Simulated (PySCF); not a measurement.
# How methods differ on the ionisation energy of Ru

Ru [Kr] 4d7 5s1 (5F) → Ru⁺ [Kr] 4d7 (4F), as a difference of total energies. Calculation: PySCF 2.14, in x2c-TZVPall (8s6p6d1f, 63 functions); scalar relativity by spin-free X2C-1e. Correlated levels: valence: [Kr] frozen. The calculations carry no spin-orbit coupling.

| method | ionisation energy (eV) | error (eV) |
| --- | --- | --- |
| UHF | 6.297 | -1.068 |
| M06-L | 7.130 | -0.235 |
| PBE | 7.749 | +0.384 |
| MP2 (valence) | 6.900 | -0.465 |
| SCS-MP2 (valence) | 6.709 | -0.656 |

Reference: 7.365 eV (measured; NIST levels, between the centres of gravity of the two terms).

Errors of the correlated levels include the incompleteness of this basis and the frozen core.
